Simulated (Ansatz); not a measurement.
Ni₂H₃. The state is a doublet with charge 0. Geometry PBE0-D4/def2-TZVP, that of the charge +1 singlet.

```xyz
5

Ni   -1.092   -0.175    0.314
Ni    1.092    0.175   -0.314
H     0.194    0.445    0.924
H     0.130   -1.029   -0.122
H    -0.324    0.584   -0.803
```

At r2SCAN-D4/def2-TZVP, PBE0-D4/def2-TZVP the charge 0 doublet is spin-contaminated (final ⟨S²⟩ up to 2.04, 0.75 for a pure state). The structure comes from a short search, and lower isomers may exist.

Q: Estimate the α-spin orbital energies around the gap (eV) in Ansatz with PBE-D4/def2-TZVP, r2SCAN-D4/def2-TZVP, PBE0-D4/def2-TZVP.

A: 
```tsv
orbital	PBE-D4/def2-TZVP	r2SCAN-D4/def2-TZVP	PBE0-D4/def2-TZVP
HOMO−5	-5.44	-5.93	-8.17
HOMO−4	-5.44	-5.92	-8.11
HOMO−3	-5.29	-5.92	-8.11
HOMO−2	-5.25	-5.84	-7.39
HOMO−1	-5.25	-5.84	-7.39
HOMO	-3.69	-3.98	-4.27
LUMO	-3.41	-3.23	-2.10
LUMO+1	-3.41	-3.23	-2.10
LUMO+2	-2.31	-2.52	-1.94
LUMO+3	1.54	1.69	2.24
LUMO+4	1.54	1.69	2.24
LUMO+5	2.71	3.41	3.41
β HOMO	-5.16	-5.68	-7.29
β LUMO	-3.22	-2.93	-2.19
```
